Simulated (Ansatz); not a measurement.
One change: `[SiH3][N]([SiH3])[Al]([Cl])[Cl]` becomes `[SiH3][N]([SiH3])[AlH][Cl]`.

Ansatz, PBE0-D4/def2-TZVP geometries, multiplicity 1. Each molecule was computed in one conformer, which needn't be the lowest.

```
                                          property  `[SiH3][N]([SiH3])[Al]([Cl])[Cl]`
             HOMO–LUMO gap (B3LYP/def2-TZVPP) / eV                               6.60
              HOMO–LUMO gap (PBE0/def2-TZVPP) / eV                               7.05
               HOMO–LUMO gap (PBE/def2-TZVPP) / eV                               4.92
  size of the dipole moment (B3LYP/def2-TZVPP) / D                               1.00
size of the dipole moment (ωB97M-V/def2-TZVPP) / D                               0.95
           HOMO–LUMO gap (ωB97M-V/def2-TZVPP) / eV                              10.97
```

Task: What does the change do to each property? (An estimate is asked.)

Result: The calculation gave: 
| property | `[SiH3][N]([SiH3])[AlH][Cl]` | shift |
| --- | --- | --- |
| HOMO–LUMO gap (B3LYP/def2-TZVPP) / eV | 6.54 | -0.06 |
| HOMO–LUMO gap (PBE0/def2-TZVPP) / eV | 6.96 | -0.09 |
| HOMO–LUMO gap (PBE/def2-TZVPP) / eV | 4.92 | 0.00 |
| size of the dipole moment (B3LYP/def2-TZVPP) / D | 0.98 | -0.02 |
| size of the dipole moment (ωB97M-V/def2-TZVPP) / D | 0.96 | 0.01 |
| HOMO–LUMO gap (ωB97M-V/def2-TZVPP) / eV | 10.79 | -0.18 |

Dipoles are sizes alone; their direction can turn.

Positive LUMOs are unbound, so they and the gaps depend on the basis.

B3LYP here is the variant with VWN-RPA as its local correlation; programs differ in this.
